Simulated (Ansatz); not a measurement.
Molecule: methoxy(trimethyl)germane, C₄H₁₂GeO, charge 0, multiplicity 1. 
Geometry from a B3LYP-D3(BJ)/def2-TZVP (Ansatz, a quantum-chemistry and plane-wave program) optimisation:
SMILES: [O](C)[Ge]([CH3])([CH3])[CH3]
```xyz
18

C      2.3296     0.6372     0.5167
O      1.2343    -0.1697     0.8895
Ge    -0.3011    -0.0907    -0.0566
C     -0.9934     1.7460     0.0299
C     -1.4543    -1.3726     0.8607
C      0.0821    -0.6112    -1.9121
H      3.1507     0.4409     1.2097
H      2.0947     1.7083     0.5675
H      2.6848     0.4151    -0.4979
H     -1.1152     2.0524     1.0689
H     -1.9628     1.8055    -0.4671
H     -0.3136     2.4413    -0.4628
H     -1.0004    -2.3630     0.8381
H     -2.4320    -1.4228     0.3802
H     -1.5885    -1.0740     1.9000
H      0.7518     0.1062    -2.3866
H     -0.8427    -0.6495    -2.4897
H      0.5493    -1.5956    -1.9366
```
Charge 0, spin multiplicity 1.

Basis-set convergence of Hartree-Fock and CCSD(T) correlation energies (hartree) with Ansatz. Cores are frozen in the correlated levels unless marked. Spin-orbit coupling is left out. The frozen core is the preceding noble-gas configuration, with the filled d and f shells of earlier blocks. No relativistic terms.

```
basis    functions        E(HF)  E(corr, CCSD(T))
-------  ---------  -----------  ----------------
cc-pVDZ        157  -2308.69622          -0.97055
cc-pVTZ        361  -2308.84979          -1.18053
cc-pVQZ        703  -2308.87005          -1.24409
```

Extrapolating the two largest sets (X = 3 and 4) as X^-3: E(corr) = (64·(-1.24409) - 27·(-1.18053))/37 = -1.2905 Eh, an estimate of the basis-set limit. The largest set recovers 96.4 % of it, the smallest 75.2 %.
